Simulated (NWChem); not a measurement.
System meant: CrNH$_{3}$S$_{2}$O; SMILES [NH2][Cr](=[O])(=[S])[SH]

NWChem input:

```
start job
memory heap 200 mb stack 900 mb global 1100 mb
geometry units angstroms noautoz
  Cr     0.277289    -0.141582     0.129640
  O      1.105200    -0.118390     1.447890
  S     -1.114896    -1.583232     0.047595
  N      1.419874    -0.283558    -1.238858
  H      2.433774    -0.192100    -1.118998
  H      1.154925    -0.629438    -2.166669
  S     -0.931626     1.711557    -0.044579
  H      0.122839     2.527214     0.260102
end
basis spherical
  Cr library def2-svp
  O library def2-svp
  S library def2-svp
  N library def2-svp
  H library def2-svp
end
dft
  xc pbe0
  iterations 4
  mulliken
end
task dft energy
```

End of the output:

```
    Atom       Charge   Shell Charges
 -----------   ------   -------------------------------------------------------
    1 Cr  24    25.22   2.00  2.00  1.92  0.33  0.11  5.99  5.86  1.19  3.82  1.97  0.02
    2 O    8     8.26   1.98  0.99  0.69  2.75  1.83  0.02
    3 S   16    14.73   2.00  1.96  0.98  0.73  5.77  1.39  1.85  0.05
    4 N    7     7.24   1.97  0.73  0.44  2.34  1.73  0.03
    5 H    1     0.90   0.58  0.19  0.13
    6 H    1     0.90   0.58  0.19  0.13
    7 S   16    15.75   2.00  1.95  0.99  0.67  5.81  1.82  2.45  0.06
    8 H    1     1.00   0.61  0.31  0.08

 center of mass
 --------------
 x =  -0.03572618 y =  -0.02519936 z =   0.04260825

 moments of inertia (a.u.)
 ------------------
         873.702862949961          -0.000000000000           0.000000000000
          -0.000000000000         667.262543890240          -0.000000000000
           0.000000000000          -0.000000000000        1102.479500557715

     Multipole analysis of the density
     ---------------------------------

     L   x y z        total         alpha         beta         nuclear
     -   - - -        -----         -----         ----         -------
     0   0 0 0     -0.000000    -37.000000    -37.000000     74.000000

     1   1 0 0     -3.144145     -1.572072     -1.572072      0.000000
     1   0 1 0     -2.228689     -1.114345     -1.114345     -0.000000
     1   0 0 1     -1.397595     -0.698798     -0.698798      0.000000

     2   2 0 0    -31.353575   -134.406920   -134.406920    237.460266
     2   1 1 0      7.309557      4.150974      4.150974     -0.992391
     2   1 0 1     -3.059737      3.242582      3.242582     -9.544901
     2   0 2 0    -28.003001   -183.951957   -183.951957    339.900912
     2   0 1 1      2.564214     -0.994459     -0.994459      4.553131
     2   0 0 2    -39.940995    -80.075213    -80.075213    120.209431

 ------------------------------------------------------------------------
 dft energy failed                                                                                  0
 ------------------------------------------------------------------------
 ------------------------------------------------------------------------
  current input line :
    25: task dft energy
 ------------------------------------------------------------------------
 ------------------------------------------------------------------------
 This type of error is most commonly associated with calculations not reaching convergence criteria
 ------------------------------------------------------------------------
 For more information see the NWChem manual at https://nwchemgit.github.io

0:dft energy failed:Received an Error in Communication
```

Problem. Can this run be used? If not, why, and what is the fix?

Solution. Convergence was not reached. Cause: the SCF was allowed too few iterations. This input runs:
```
start job
memory heap 200 mb stack 900 mb global 1100 mb
geometry units angstroms noautoz
  Cr     0.277289    -0.141582     0.129640
  O      1.105200    -0.118390     1.447890
  S     -1.114896    -1.583232     0.047595
  N      1.419874    -0.283558    -1.238858
  H      2.433774    -0.192100    -1.118998
  H      1.154925    -0.629438    -2.166669
  S     -0.931626     1.711557    -0.044579
  H      0.122839     2.527214     0.260102
end
basis spherical
  * library def2-svp
end
dft
  xc pbe0
  iterations 150
  mulliken
end
task dft energy
```
It converges to -1971.54680 Ha (PBE0/def2-SVP).
